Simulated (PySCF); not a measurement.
Simulated C 1s region for `CCN[SiH2]O`, binding energy against the vacuum level.

Every computed line was given a Gaussian of 0.5 eV full width at half maximum and an area set by the number of equivalent atoms; the highest printed point is 100. Computed with PySCF, delta-SCF UKS SCAN, pcX-2 on the ionised atom, pcseg-1 elsewhere, spin-free X2C.

```tsv
binding energy (eV)	intensity
289.9	1
290.0	3
290.1	8
290.2	21
290.3	43
290.4	71
290.5	94
290.6	100
290.7	85
290.8	58
290.9	32
291.0	17
291.1	15
291.2	26
291.3	49
291.4	77
291.5	97
291.6	98
291.7	80
291.8	52
291.9	27
292.0	11
292.1	4
292.2	1
292.3	0
```

Problem. Count the maxima, the lines and the sites behind this envelope.

Solution. The curve has 2 maxima (at 290.6 and 291.6 eV). Under it lie 2 lines from 2 inequivalent carbon sites.

Problem. Decompose the envelope and assign each component. Numbering: `[CH3:1][CH2:2][NH:3][SiH2:4][OH:5]`.

Solution. 
```json
{"position (eV)": "290.58", "relative area": "1", "line": "C 1s", "atoms": "C1", "environment": "methyl carbon"}
{"position (eV)": "291.56", "relative area": "1", "line": "C 1s", "atoms": "C2", "environment": "sp3 carbon bound to nitrogen"}
```

Problem. Above which line width would these two lines show one maximum?

Solution. Two equal Gaussians merge once their distance is under 2σ = FWHM/1.177. With 0.98 eV between them that is a full width over 1.15 eV.

Lowest listed C 1s: C1, bonded to C and 3 H. Highest, 0.98 eV above it: C2, bonded to N, C and 2 H.

No satellites, vibrations or lifetime broadening are included. Isolated species at its GFN2-xTB geometry (one conformer only).

The values belong to the conformer `[CH3:1][CH2:2][NH:3][SiH2:4][OH:5]`: C1–C2–N3–Si4 -152°, C2–N3–Si4–O5 178°, H–O5–Si4–N3 -52°.
